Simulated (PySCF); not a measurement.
PBE on Cl- (chlorine, charge -1), [Ar], closed-shell 1S. All numbers are calculated (PySCF 2.14, the non-relativistic Hamiltonian (point nucleus), in aug-cc-pV(T+d)Z with one added diffuse shell each of s, p, d, f type (7s6p5d3f, 71 functions)).

```
cycle= 1 E= -460.100636061936  delta_E= -0.00752  |g|= 0.0227  |ddm|= 0.238
cycle= 2 E= -460.100606030015  delta_E= 3e-05  |g|= 0.0147  |ddm|= 0.0314
cycle= 3 E= -460.100652729112  delta_E= -4.67e-05  |g|= 0.00969  |ddm|= 0.0308
cycle= 4 E= -460.10070992409  delta_E= -5.72e-05  |g|= 0.000406  |ddm|= 0.0144
cycle= 5 E= -460.100710048909  delta_E= -1.25e-07  |g|= 5.01e-06  |ddm|= 0.000719
cycle= 6 E= -460.100710048926  delta_E= -1.62e-11  |g|= 3.36e-07  |ddm|= 8.42e-06
converged SCF energy = -460.100710048926  <S^2> = -1.9539925e-14  2S+1 = 1
```

Highest occupied orbital energy: 0.224 eV; ⟨L²⟩ = 0.00; populations by l: s 6.00, p 12.00, d 0.00, f 0.00.

(1) Can this result be used?

## Answers

(1) With care. The calculation finished and met its thresholds. At PBE the highest occupied level has a positive energy, so only the finite basis holds that electron; in a semilocal or global hybrid functional this comes from self-interaction and does not mean that the real anion is unbound.
